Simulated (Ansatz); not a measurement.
One change: `CC1=CC(C)=[O+][B-](C)(C)O1` becomes `CC1=CC(C)=[O+][Ti-]([CH3])([CH3])([CH3])[O]1`.

Ansatz, PBE0-D4/def2-TZVP geometries, multiplicity 1. 

Scalar relativity is left out up to krypton.

```tsv
property	`CC1=CC(C)=[O+][B-](C)(C)O1`
LUMO energy (ωB97M-V/def2-TZVPP) / eV	0.27
HOMO–LUMO gap (ωB97M-V/def2-TZVPP) / eV	9.21
HOMO–LUMO gap (PBE/def2-TZVPP) / eV	2.84
HOMO–LUMO gap (PBE0/def2-TZVPP) / eV	4.92
size of the dipole moment (PBE/def2-TZVPP) / D	4.40
size of the dipole moment (B3LYP/def2-TZVPP) / D	4.66
```

(1) What does the change do to each property? (An estimate is asked.)

Answers

(1) Ansatz gave: 
```tsv
property	`CC1=CC(C)=[O+][Ti-]([CH3])([CH3])([CH3])[O]1`	shift
LUMO energy (ωB97M-V/def2-TZVPP) / eV	0.21	-0.06
HOMO–LUMO gap (ωB97M-V/def2-TZVPP) / eV	9.26	0.05
HOMO–LUMO gap (PBE/def2-TZVPP) / eV	2.68	-0.16
HOMO–LUMO gap (PBE0/def2-TZVPP) / eV	4.89	-0.03
size of the dipole moment (PBE/def2-TZVPP) / D	4.28	-0.12
size of the dipole moment (B3LYP/def2-TZVPP) / D	4.44	-0.22
```

Dipoles are sizes alone; their direction can turn.

Positive LUMOs are unbound, so they and the gaps depend on the basis.

B3LYP here is the variant with VWN-RPA as its local correlation; programs differ in this.
